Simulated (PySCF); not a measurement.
# Computed properties of C2H9FOSi2, SMILES [C@@H](O)([SiH3])C[SiH2]F

C₂H₉FOSi₂, SMILES O[C@H]([SiH3])C[SiH2]F. The structure is a stationary point at B3LYP-D3(BJ)/def2-SVP. The structure was generated by enumeration; whether it is a known compound was not checked. The values are those of a single conformer. All values are computed for the isolated molecule unless a solvent is named; none is compared with measurement here.

**Structure.** All 39 harmonic modes at B3LYP-D3(BJ)/def2-SVP (PySCF) are real, so it is a minimum. With heavy atoms numbered as in [OH:1][C@H:2]([SiH3:3])[CH2:4][SiH2:5][F:6], the shortest bond between them is O1–C2 at 1.430 Å and the longest C2–Si3 at 1.914 Å.

**Vibrations.** The strongest infrared lines (harmonic, unscaled, degenerate partners summed) lie at 919 cm⁻¹ (362 km/mol, H 84 %, Si 13 %), 934 cm⁻¹ (173 km/mol, H 72 %, Si 13 %), 2253 cm⁻¹ (127 km/mol, H 96 %). The softest mode is at 43 cm⁻¹ and the zero-point energy is 65.9 kcal/mol.

**Electronic structure.** M06-2X/def2-TZVP (PySCF) places the frontier levels at -9.02 and 0.55 eV, a gap of 9.57 eV, and gives a dipole moment of 1.36 D and a mean polarisability of 78.8 bohr³. PBE/def2-TZVP (PySCF) at the same geometry gives -6.20 and -1.04 eV, so its gap is 4.41 eV narrower. An orbital gap is neither the optical nor the fundamental gap.

**Excitations.** TDA-M06-2X/def2-SVPD (PySCF) has S1 at 6.69 eV (185 nm, f = 0.001, dark); the most intense of the 6 singlets computed lies at 8.02 eV (f = 0.14). T1 (TDA) is at 6.42 eV, 0.27 eV under S1. TDA-PBE/def2-SVPD (PySCF) puts S1 at 5.30 eV. No vertical singlet excitation falls in the visible range (under 3.1 eV).

**NMR.** GIAO shifts at B3LYP/pcSseg-1 (PySCF) (non-relativistic, atoms alike by connectivity averaged): ¹³C from 29.3 to 62.5 ppm against TMS; ¹H from -0.1 to 5.2 ppm against TMS; ²⁹Si from -64.0 to 2.7 ppm against TMS; ¹⁹F at -224.7 ppm against CFCl3.

**Solvation.** SMD-B3LYP/6-31G* (PySCF) gives -3.5 kcal/mol in water, -7.1 kcal/mol in ethanol, -5.3 kcal/mol in dichloromethane (1 M in both phases, gas-phase geometry); of these solvents ethanol holds the molecule best.
